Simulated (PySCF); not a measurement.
Excitations are Tamm–Dancoff values on a coarser integration grid. The basis has no diffuse functions, so Rydberg states are missing or too high.

Z-matrix (Å, degrees):
```
Sn
O 1 1.9902
C 2 1.3963 1 120.99
H 3 1.1041 2 108.99 1 -172.86
H 3 1.1079 4 107.39 2 -123.04
H 3 1.1097 4 107.00 5 -114.62
N 1 2.0259 2 101.64 3 174.15
H 7 1.0181 1 112.67 2 125.58
H 7 1.0189 8 108.11 1 123.29
N 1 2.0281 2 116.76 3 -65.23
H 10 1.0179 1 113.62 2 -46.04
H 10 1.0182 11 107.90 1 -126.15
N 1 2.0302 2 105.48 3 50.65
H 13 1.0187 1 111.90 2 60.28
H 13 1.0189 14 107.04 1 -123.19
```
Charge 0, spin multiplicity 1.

**Question.** What is the computed S1 oscillator strength, S1–T1 gap (TDA), LUMO, brightest of the four lowest singlets (TDA) and HOMO (PBE-D3(BJ)/def2-TZVP // PBE0-D4/def2-SVP run with PySCF)?

**Answer.** 
The S1 oscillator strength is 0.013, the S1–T1 gap (TDA) is 0.28 eV and the LUMO comes out as -1.57 eV. The brightest of the four lowest singlets (TDA) is 4.97 eV and the HOMO is -5.76 eV.
